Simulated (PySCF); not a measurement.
**Bonding in `CO[P@](=O)(O[SiH3])OC(C)C`**

Compound: C4H13O4PSi.
Numbering: `[CH3:1][O:2][P@:3](=[O:4])([O:5][SiH3:6])[O:7][CH:8]([CH3:9])[CH3:10]` (hydrogens: H11, H12, H13 on C1; H14, H15, H16 on Si6; H17 on C8; H18, H19, H20 on C9; H21, H22, H23 on C10)

Structure used (GFN2-xTB), in Å, numbered top down from 1:
```
atom  x, y, z in Å
C1    -2.3488   -2.0122    0.0153
O2    -1.0233   -1.5213    0.0780
P3    -0.7992   -0.1521    0.8929
O4    -1.5665   -0.0246    2.1214
O5    -1.1187    0.9501   -0.2176
Si6   -2.1718    2.1987   -0.2395
O7     0.7560   -0.0959    1.0694
C8     1.6291   -0.1702   -0.0689
C9     2.2229    1.2094   -0.3178
C10    2.6971   -1.2109    0.2353
H11   -2.2834   -3.0785   -0.1993
H12   -2.9045   -1.5073   -0.7782
H13   -2.8541   -1.8504    0.9690
H14   -1.9002    3.1099    0.8681
H15   -1.8043    2.7346   -1.5485
H16   -3.5421    1.6874   -0.1923
H17    1.0432   -0.4832   -0.9393
H18    1.4290    1.9219   -0.5273
H19    2.7660    1.5403    0.5640
H20    2.9028    1.1733   -1.1650
H21    3.2561   -0.9163    1.1194
H22    3.3785   -1.3014   -0.6063
H23    2.2313   -2.1742    0.4233
```

Bond orders from the PBE0/pcSseg-1 density (PySCF). Isolated species at its GFN2-xTB geometry (one conformer only). GFN2-xTB frequencies show an imaginary mode (22i cm⁻¹), so this geometry is no minimum at that level.

Task: Where do the orders between heavy atoms depart from those drawn in the SMILES?

Result: The largest departure is 0.214, at O7–C8 (drawn single, 0.786). Drawn single, order below 0.88: C1–O2 (0.870), O5–Si6 (0.842) and O7–C8 (0.786).

Task: Give the Mayer order of every bond between heavy atoms, beside its length.

Result: 
```
  bond  drawn as  length (Å)  Mayer order
 C1–O2    single       1.415        0.870
 O2–P3    single       1.609        0.987
 P3–O4    double       1.454        1.887
 P3–O5    single       1.597        0.923
O5–Si6    single       1.634        0.842
 P3–O7    single       1.566        1.088
 O7–C8    single       1.436        0.786
 C8–C9    single       1.522        1.039
C8–C10    single       1.522        1.046
```

By pair of heavy elements: C–O: lowest O7–C8 (0.786, 1.436 Å), highest C1–O2 (0.870, 1.415 Å). O–P: lowest P3–O5 (0.923, 1.597 Å), highest P3–O4 (1.887, 1.454 Å); in 1 of the 6 pairs the longer bond (by over 0.003 Å) has the higher order (by 0.02 or more). C–C: all 2 within 0.02 of one another (1.039 to 1.046).

Task: And the bonds to hydrogen?

Result: C–H: 0.93 to 0.97 (10 bonds); H–Si: 0.93 to 0.94 (3 bonds).

Task: Sum the orders of all bonds at each heavy atom with more than one neighbour and set the sums beside the valence in the SMILES.

Result: C1 3.759 (drawn 4), O2 1.857 (drawn 2), P3 4.885 (drawn 5), O5 1.765 (drawn 2), Si6 3.652 (drawn 4), O7 1.874 (drawn 2), C8 3.805 (drawn 4), C9 3.915 (drawn 4), C10 3.927 (drawn 4). Orders between atoms that aren't bonded are not in these sums.

Mayer orders depend on the basis set.

These values come from a run that also computed NMR shieldings. The run took 1.9 min on one thread, Arm Neoverse N1 (aarch64), on a shared host, and the process peaked at 1.2 GiB of memory.
